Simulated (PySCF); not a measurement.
# Correlation energy of Si⁺ (silicon, charge +1)

[Ne] 3s1 3p2, high-spin 4P determinant (an excited configuration). All numbers are calculated (PySCF 2.14, scalar relativity by spin-free X2C-1e, in x2c-TZVPPall). Frozen: [Ne]; 3 electrons correlated.

```tsv
level	correlation energy (mhartree)
CCSD	-15.04
(T)	-0.10
CCSD(T)	-15.14
CCSDT	-15.19
```

Diagnostics: T1 = 0.0026, D1 = 0.0061, largest double amplitude 0.074.

Cost of the coupled-cluster step: roughly 0.7 core-seconds, for 3 correlated electrons.
